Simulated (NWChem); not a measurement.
Species: phosphorus nitride (PN); SMILES N#P

Results from NWChem. Pople sets run with spherical d functions. Geometry: optimised at PBE0-D3(BJ)/def2-TZVP. B3LYP is NWChem's, with the RPA form of VWN correlation. Vertical excitations in the gas phase; the lowest state need not have the same character in each row.

```json
[
 {"level": "PBE/6-31+G*, TDA", "lowest excitation, singlet (eV)": "5.15", "lowest triplet (eV)": "3.88", "orbital gap (eV)": "4.51"},
 {"level": "B3LYP/6-31+G*, TDA", "lowest excitation, singlet (eV)": "4.91", "lowest triplet (eV)": "3.67", "orbital gap (eV)": "6.53"},
 {"level": "CAM-B3LYP/6-31+G*, TDA", "lowest excitation, singlet (eV)": "4.79", "lowest triplet (eV)": "3.58", "orbital gap (eV)": "9.61"},
 {"level": "PBE0/6-31+G*, TDA", "lowest excitation, singlet (eV)": "4.93", "lowest triplet (eV)": "3.59", "orbital gap (eV)": "7.02"}
]
```
